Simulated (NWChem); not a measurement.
System: C₄H₃NO; SMILES C#C/C=N/C=O

Here is an NWChem input.

```
start job
memory heap 200 mb stack 900 mb global 1100 mb
geometry units angstroms noautosym nocenter noautoz
  C     -0.291340     3.031771    -0.006235
  C     -0.039513     1.847336     0.062015
  C      0.291432     0.467434     0.204976
  N     -0.020528    -0.407984    -0.669526
  C      0.268276    -1.744661    -0.388466
  O      0.031937    -2.294178     0.654261
  H     -0.525060     4.078874    -0.082155
  H      0.839944     0.191094     1.125570
  H      0.698001    -2.275481    -1.268679
end
basis spherical
  * library 6-31g*
end
dft
  xc b3lyp
  iterations 150
end
cosmo
  do_cosmo_smd true
  solvent meg
end
task dft energy
```

Output (shortened):

```
             Northwest Computational Chemistry Package (NWChem) 7.3.0
             --------------------------------------------------------

                             Geometry "geometry" -> ""
                             -------------------------

 Output coordinates in angstroms (scale by  1.889725989 to convert to a.u.)

  No.       Tag          Charge          X              Y              Z
 ---- ---------------- ---------- -------------- -------------- --------------
    1 C                    6.0000    -0.29134000     3.03177100    -0.00623500
    2 C                    6.0000    -0.03951300     1.84733600     0.06201500
    3 C                    6.0000     0.29143200     0.46743400     0.20497600
    4 N                    7.0000    -0.02052800    -0.40798400    -0.66952600
    5 C                    6.0000     0.26827600    -1.74466100    -0.38846600
    6 O                    8.0000     0.03193700    -2.29417800     0.65426100
    7 H                    1.0000    -0.52506000     4.07887400    -0.08215500
    8 H                    1.0000     0.83994400     0.19109400     1.12557000
    9 H                    1.0000     0.69800100    -2.27548100    -1.26867900

 Effective nuclear repulsion energy (a.u.)     183.1737515453

                                 NWChem DFT Module
                                 -----------------

 Summary of "ao basis" -> "ao basis" (spherical)
 ------------------------------------------------------------------------------
       Tag                 Description            Shells   Functions and Types
 ---------------- ------------------------------  ------  ---------------------
 C                           6-31g*                  6       14   3s2p1d
 N                           6-31g*                  6       14   3s2p1d
 O                           6-31g*                  6       14   3s2p1d
 H                           6-31g*                  2        2   2s

 in cosmo_initialize ...
 calling solv_data for solv:meg

 solvent parameters
 solvname_short: meg
 solvname_long:  1,2-ethanediol
 dielec:       40.2450
 dielecinf:     2.0501
 nonaqueous SMD model solvent descriptors
 dielec:       40.2450
 sola:          0.5800
 solb:          0.7800
 solc:          0.0000
 solg:         69.0700
 solh:          0.0000
 soln:          1.4318

[...]

                                COSMO-SMD solvation results
                                ---------------------------

             internal energy in gas <Psi(g)|H|Psi(g)> =      -284.091271380767
         internal energy in solvent <Psi(s)|H|Psi(s)> =      -284.088380252735
                               delta internal energy  =         0.002891128032 (    1.81 kcal/mol)
   total free energy in solvent <Psi(s)|H+V/2|Psi(s)> =      -284.105781557105
 polarization energy contribution <Psi(s)|V/2|Psi(s)> =        -0.017401304370 (  -10.92 kcal/mol)
    total free energy in solvent including G(SMD-CDS) =      -284.093512760815
                       G(SMD-CDS) energy contribution =         0.012268796291 (    7.70 kcal/mol)
     1 M fixed-concentration free energy of solvation =        -0.002241380047 (   -1.41 kcal/mol)

                       DFT Final Molecular Orbital Analysis
                       ------------------------------------

 Vector   19  Occ=2.000000D+00  E=-2.994702D-01
              MO Center= -8.3D-02,  1.7D+00, -3.1D-03, r^2= 3.4D+00
   Bfn.  Coefficient  Atom+Function         Bfn.  Coefficient  Atom+Function
  ----- ------------  ---------------      ----- ------------  ---------------
     5      0.344505  1 C  pz                19      0.329310  2 C  pz
     9      0.216568  1 C  pz                23      0.188665  2 C  pz
    47      0.186199  4 N  pz                51      0.145886  4 N  pz
    88     -0.144750  8 H  s                 45      0.143390  4 N  px
    33     -0.131700  3 C  pz                87     -0.131012  8 H  s

 Vector   20  Occ=2.000000D+00  E=-2.924350D-01
              MO Center= -9.6D-02,  1.4D+00, -1.1D-01, r^2= 3.8D+00
   Bfn.  Coefficient  Atom+Function         Bfn.  Coefficient  Atom+Function
  ----- ------------  ---------------      ----- ------------  ---------------
     3      0.342768  1 C  px                17      0.312312  2 C  px
    45     -0.272112  4 N  px                 7      0.211122  1 C  px
    49     -0.197283  4 N  px                21      0.183262  2 C  px
    47      0.136729  4 N  pz                73      0.109786  6 O  px
    75      0.108151  6 O  pz                31     -0.107414  3 C  px

 Vector   21  Occ=2.000000D+00  E=-2.765898D-01
              MO Center=  7.0D-02, -1.4D+00,  2.0D-02, r^2= 2.9D+00
   Bfn.  Coefficient  Atom+Function         Bfn.  Coefficient  Atom+Function
  ----- ------------  ---------------      ----- ------------  ---------------
    74      0.454739  6 O  py                78      0.333519  6 O  py
    47     -0.274055  4 N  pz                46      0.230177  4 N  py
    51     -0.228264  4 N  pz                50      0.171096  4 N  py
    75      0.169304  6 O  pz                90      0.169530  9 H  s
    88      0.131423  8 H  s                 60     -0.130718  5 C  py

 Vector   22  Occ=0.000000D+00  E=-8.773714D-02
              MO Center=  8.4D-02,  3.7D-01, -7.3D-02, r^2= 4.2D+00
   Bfn.  Coefficient  Atom+Function         Bfn.  Coefficient  Atom+Function
  ----- ------------  ---------------      ----- ------------  ---------------
    31      0.319543  3 C  px                35      0.306613  3 C  px
     7     -0.256745  1 C  px                 3     -0.242578  1 C  px
    49     -0.241656  4 N  px                45     -0.230580  4 N  px
    33     -0.208843  3 C  pz                59     -0.206356  5 C  px
    37     -0.203430  3 C  pz                47      0.193330  4 N  pz

[...]
```

Level: B3LYP/6-31G* (spherical d), SMD on the gas-phase geometry. The geometry was optimised at PBE0/def2-SVP. B3LYP is NWChem's, with the RPA form of VWN correlation. Solvent: ethylene glycol.
